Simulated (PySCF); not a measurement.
CH7FO2Si2.
Numbering: `[CH3:1][O:2][Si@H:3]([F:4])[O:5][SiH3:6]` (hydrogens: H7, H8, H9 on C1; H10 on Si3; H11, H12, H13 on Si6)

Method: PBE0-D3(BJ)/def2-SVP geometry optimisation, gas phase (PySCF 2.14.0); density fitting, grid level 1; the optimiser is geomeTRIC in internal coordinates, started from a GFN2-xTB structure with every atom displaced at random (about 0.01 Å).

Step 0: E = -23695.8119 eV
```
atom  x, y, z in Å  |  force x, y, z in eV/Å
C1     -2.5666   -0.7581   -0.1530   -0.620   1.560  -0.227
O2     -1.2531   -0.3770    0.0327    0.223  -0.809   0.399
Si3    -0.5002    0.9685   -0.4071    1.080   0.442  -0.060
F4     -0.6358    1.1861   -1.9856   -0.388   0.097  -0.707
O5      1.0688    0.7468   -0.1073   -0.879   0.624   0.092
Si6     2.4609   -0.0804   -0.0438   -0.049  -0.210   0.263
H7     -2.8749   -0.5922   -1.1975   -0.125  -0.275  -0.099
H8     -3.2234   -0.1260    0.4759   -0.166  -0.231  -0.004
H9     -2.6922   -1.7793    0.1296   -0.170  -1.155   0.208
H10    -0.9035    2.1940    0.2488   -0.446   0.426   0.270
H11     2.6970   -0.6966   -1.3393    0.345  -0.406  -0.619
H12     2.3397   -1.0951    1.0130    0.213  -0.373   0.286
H13     3.4140    0.9592    0.2771    0.983   0.311   0.197
```

Step 1: E = -23696.0366 eV
```
atom  x, y, z in Å  |  force x, y, z in eV/Å
C1     -2.6308   -0.7250   -0.1680    0.124  -0.338   0.110
O2     -1.2857   -0.3869    0.0459    0.089  -0.029   0.019
Si3    -0.4939    0.9788   -0.4036   -0.410  -0.088  -0.009
F4     -0.7605    1.1977   -1.9863    0.131  -0.010   0.045
O5      1.0871    0.7861   -0.1026    0.277  -0.047  -0.003
Si6     2.5264   -0.0550   -0.0326   -0.035   0.019  -0.060
H7     -2.9125   -0.6412   -1.2290   -0.012   0.034  -0.077
H8     -3.3135   -0.0992    0.4287   -0.034   0.085   0.034
H9     -2.7800   -1.7784    0.1445    0.030   0.269  -0.084
H10    -1.0209    2.1775    0.2779    0.084   0.036   0.016
H11     2.8057   -0.7143   -1.3453   -0.060   0.028   0.049
H12     2.4748   -1.0901    1.0416   -0.063   0.032  -0.024
H13     3.6346    0.8998    0.2722   -0.123   0.009  -0.015
```

Problem. Estimate the geometry and energy of step 2. (The exact step hangs on the optimiser's Hessian estimate; all steps are aligned on step 1, rigid shifts and turns removed.)

Solution. E = -23696.0483 eV, largest force 0.166 eV/Å
```
atom  x, y, z in Å  |  force x, y, z in eV/Å
C1     -2.6077   -0.7342   -0.1695   -0.029  -0.014  -0.004
O2     -1.2685   -0.3913    0.0576    0.070  -0.026   0.031
Si3    -0.5005    0.9851   -0.3920   -0.102  -0.043  -0.033
F4     -0.7407    1.1990   -1.9783    0.005   0.007   0.030
O5      1.0818    0.7949   -0.0981    0.152   0.060   0.027
Si6     2.5064   -0.0593   -0.0377   -0.070   0.005  -0.019
H7     -2.8765   -0.6467   -1.2361   -0.014   0.003  -0.002
H8     -3.2953   -0.1004    0.4182   -0.017   0.000  -0.013
H9     -2.7622   -1.7795    0.1399    0.009   0.036  -0.010
H10    -1.0085    2.1920    0.2900    0.001  -0.009  -0.005
H11     2.7555   -0.7298   -1.3467   -0.001  -0.011   0.003
H12     2.4377   -1.0798    1.0465    0.000  -0.012  -0.002
H13     3.6092    0.8998    0.2499   -0.005   0.004  -0.003
```

The energy changes by -0.0117 eV. The first-order estimate −F·Δx gives -0.0215 eV and the mean of the old and new forces, exact on a quadratic surface, -0.0119 eV. The step makes an angle of 74° with the force vector and moves no atom by more than 0.053 Å.

The cost below is that of the whole optimisation. The run took 73 s of wall time on one thread of an Arm Neoverse V1, no GPU (shared host), and the process peaked at 0.52 GiB of memory.
